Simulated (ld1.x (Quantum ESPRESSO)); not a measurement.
Which change was made? (Si, TM)

* Element: silicon (Si)
* Generator: ld1.x (Quantum ESPRESSO) 7.5
* Type: norm-conserving Troullier–Martins (Kleinman–Bylander form)
* Functional: LDA (PZ)
* Relativity: scalar-relativistic
* Frozen core: [Ne]
* Valence charge: 4
* Reference configuration: 3s1.75 3p2.25
* Partial waves: 3s (bound): rc 1.70 bohr; 3p (bound): rc 1.60 bohr
* Local potential: all-electron potential smoothed inside 1.55 bohr (lloc = -1)
* Core correction: none

Cutoffs, loose and tight: the cutoffs (Ry, on a coarse ladder) from which the occupation-weighted sum of valence levels, in a spherical-Bessel basis at the reference potential, stays within 10 and 1 mRy of its value at 400 Ry. They do not see the model core or the augmentation charge, which bear on the density cutoff. Test errors are all-electron minus pseudo excitation energies from the reference, over the configurations 3s2 3p2; 3s2 3p1; 3s2 3p0; 3s0 3p4; 3s2 3p1.5; 3s1 3p0; 3s1 3p2 (two spin-polarised tests are not counted in the largest error); variants that change the core or the reference have their own tests.

The base gives: outcome: generated; cutoff, loose: 18 Ry; cutoff, tight: 45 Ry; bound ghosts: none; largest test error (meV): +226.

(1) After one change the result is: outcome: generated; cutoff, loose: 18 Ry; cutoff, tight: 45 Ry; bound ghosts: none; largest test error (meV): +136. Which change was it?
A. wave 3s (bound): rc 1.70 bohr becomes 3s (bound): rc 1.40 bohr
B. local potential the p channel
C. core correction a·sin(br)/r model core inside 1.62 bohr

Results:

(1) C. The others give: local potential the p channel → outcome: generated; cutoff, loose: 25 Ry; cutoff, tight: 45 Ry; bound ghosts: none; largest test error (meV): +207 | wave 3s (bound): rc 1.70 bohr becomes 3s (bound): rc 1.40 bohr → outcome: generated; cutoff, loose: 35 Ry; cutoff, tight: 70 Ry; bound ghosts: none; largest test error (meV): +232.
